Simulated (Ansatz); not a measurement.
beryllium hydride (HBe), doublet, geometry from GFN2-xTB (such geometries of metal compounds can be far from the true shape); SVWN5/def2-SVP in Ansatz (an electronic-structure program).

Here is a job for Ansatz.
Ansatz 0.2 input:
```yaml
crystal:
  periodic: [false, false, false]
  atoms:
    - {symbol: Be, position_ang: [-0.00000000, -0.00000000, -0.26247756]}
    - {symbol: H, position_ang: [0.00000000, 0.00000000, 1.04991026]}
basis:
  gaussian:
    orbitals: def2-SVP
hamiltonian:
  xc: {name: SVWN5}
magnetization: {spin_polarized: true, initial_magnetization: 1}
```

**Question.** Write the output that Ansatz gives for this input, abridged.

**Answer.** 
```
Functional definition: SVWN5
179 factors; integrals over basis functions are off by at most 5.4e-4 eV
mean field evaluation 1: about -407.6780 eV, gradient 7.5e0 eV
mean field evaluation 2: about -407.9499 eV, gradient 4.7e0 eV
mean field evaluation 4: about -408.2043 eV, gradient 3.5e-1 eV
mean field evaluation 8: about -408.1965 eV, gradient 5.5e-3 eV
mean field -408.19647134 eV, -15.0009436362 hartree, gradient 5.2e-5 eV, S^2 0.750183; 0 other end points of the search recorded, 0 dependent functions left out
reference -408.19650176 eV, -15.0009447540 hartree; 3, 2 occupied and 11, 12 virtual orbitals, 179 factors
Total energy: -408.19650176 eV, -15.0009447540 hartree
```
